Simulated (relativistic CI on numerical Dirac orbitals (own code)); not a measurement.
**d5 in a ligand field**

Computed with a parametric ligand-field model of a d^n configuration (Racah B and C, spin-orbit zeta, crystal field), exact diagonalisation.

Field parameters in Wybourne normalisation: Oh B⁴₀ = 21Dq, B⁴₄ = √(5/14) B⁴₀. The field is a parameter set, without covalency.

B = 670 cm⁻¹, C = 2560 cm⁻¹ (C/B = 3.82), Oh, no spin-orbit coupling. Tanabe-Sugano data, E/B above the lowest term (Δ = |10Dq|; b, c mark the second and third term of a kind):

```tsv
Δ/B	6A1	4T1	4T2	4T1(b)	2T2	2A2	2T1
1.0	0.00	28.93	29.08	33.91	41.37	41.45	41.47
3.0	0.00	27.81	28.90	34.95	39.81	40.61	40.72
5.0	0.00	26.22	28.52	36.36	37.07	39.26	39.47
7.0	0.00	24.47	27.90	37.82	33.79	37.66	37.93
9.0	0.00	22.65	27.02	39.23	30.28	35.93	36.24
11.0	0.00	20.78	25.88	40.50	26.66	34.12	34.46
13.0	0.00	18.88	24.54	41.60	22.96	32.27	32.62
15.0	0.00	16.96	23.03	42.49	19.23	30.39	30.74
17.0	0.00	15.03	21.41	43.19	15.45	28.48	28.84
19.0	0.00	13.09	19.71	43.72	11.65	26.56	26.92
21.0	0.00	11.15	17.94	44.11	7.83	24.62	24.99
23.0	0.00	9.19	16.13	44.41	3.99	22.68	23.05
25.0	0.00	7.23	14.29	44.63	0.14	20.73	21.10
27.0	3.73	9.00	16.15	48.54	0.00	22.50	22.87
29.0	7.61	10.91	18.15	52.55	0.00	24.42	24.78
31.0	11.50	12.83	20.13	56.55	0.00	26.34	26.70
33.0	15.39	14.75	22.11	60.54	0.00	28.26	28.63
35.0	19.30	16.68	24.09	64.51	0.00	30.19	30.56
37.0	23.21	18.62	26.07	68.48	0.00	32.13	32.50
39.0	27.13	20.55	28.05	72.45	0.00	34.07	34.43
41.0	31.05	22.50	30.02	76.42	0.00	36.01	36.38
43.0	34.98	24.44	32.00	80.38	0.00	37.96	38.32
45.0	38.91	26.39	33.97	84.34	0.00	39.90	40.27
47.0	42.85	28.34	35.95	88.31	0.00	41.86	42.22
```

The ground term changes from 6A1 to 2T2 between Δ/B = 25.0 and 27.0.
